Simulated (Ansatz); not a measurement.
`NC[SeH]` + `OPO` → `OP(O)[SeH]` + CH₃NH₂  (ligand exchange at the Se–C bond)

Calculated with Ansatz (gas phase, PBE0-D4/def2-TZVP geometries, no zero-point term in ΔE). CBS: MP2 limit from def2 TZ/QZ plus the TZ coupled-cluster correction, frozen cores. DFT in def2-TZVPP. B3LYP here is the variant with VWN-RPA as its local correlation; programs differ in this. For Se outer-core shells are correlated without core-valence functions, which leaves a few kJ/mol of doubt a bond. Scalar relativity is left out up to krypton. Each species was taken in one conformer, which may not be the lowest.

`NC[SeH]`:

Z-matrix (Å, degrees):
```
C
Se 1 1.960
N 1 1.440 2 112.2
H 1 1.091 2 104.7 3 -118.3
H 1 1.095 2 105.8 3 127.9
H 2 1.469 1 95.0 3 -92.8
H 3 1.012 1 111.3 2 65.6
H 3 1.014 1 110.6 2 -174.1
```

`OPO`:

Z-matrix (Å, degrees):
```
P
O 1 1.632
O 1 1.647 2 104.0
H 1 1.428 2 98.9 3 94.9
H 2 0.963 1 114.2 3 -52.9
H 3 0.961 1 110.6 2 -99.7
```

`OP(O)[SeH]`:

Z-matrix (Å, degrees):
```
P
O 1 1.627
Se 1 2.307 2 103.3
O 1 1.628 2 92.8 3 -102.7
H 2 0.962 1 110.5 3 -92.5
H 3 1.471 1 93.0 2 -46.8
H 4 0.963 1 110.9 2 169.6
```

CH₃NH₂:

```xyz
7

C     0.233    0.359   -0.374
N    -0.565   -0.627    0.335
H     1.049    0.811    0.209
H    -0.415    1.167   -0.721
H     0.672   -0.101   -1.262
H    -0.991   -0.218    1.157
H     0.015   -1.391    0.657
```

(1) Is it downhill or uphill in electronic energy at CCSD(T)/CBS, and by how much? (Estimate.)

(2) What do these levels give: BLYP-D4, ωB97X-V, B2PLYP, B3LYP, r2SCAN0, CAM-B3LYP, HF/def2-SVP, MP2/def2-SVP, HF/def2-TZVPP, CCSD(T)/def2-TZVPP, SCS-MP2/def2-QZVPP, CCSD/CBS(def2)? (Best estimate.)

Largest T1 diagnostic among the species: 0.013.

## Answers

(1) Computed: Downhill: ΔE = -0.75 eV.

(2) Computed: BLYP-D4 -0.84, ωB97X-V -0.71, B2PLYP -0.75, B3LYP -0.78, r2SCAN0 -0.83, CAM-B3LYP -0.72, HF/def2-SVP -0.62, MP2/def2-SVP -0.70, HF/def2-TZVPP -0.66, CCSD(T)/def2-TZVPP -0.67, SCS-MP2/def2-QZVPP -0.70, CCSD/CBS(def2) -0.72 eV.

From r2SCAN to r2SCAN0 (25 % exact exchange), in def2-TZVPP and without D4, ΔE moves by +0.04 eV. At CCSD(T), def2-SVP lies +0.08 eV from the extrapolated value and def2-TZVPP +0.07 eV.
